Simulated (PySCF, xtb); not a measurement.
B2O2, SMILES O=BB=O.

xtb with GFN2-xTB at its own geometry gives an orbital gap of 5.75 eV and a dipole moment of 0.05 D.

Geometry: PBE0-D3(BJ)/def2-TZVP. One conformer was computed; it need not be the lowest.

**Question.** What does PBE/def2-TZVPD run with PySCF give? (An estimate is asked for; the answer gives what the named calculation found.)

**Answer.** gap 6.11 eV (levels -9.47 and -3.36 eV), dipole 0.00 D.
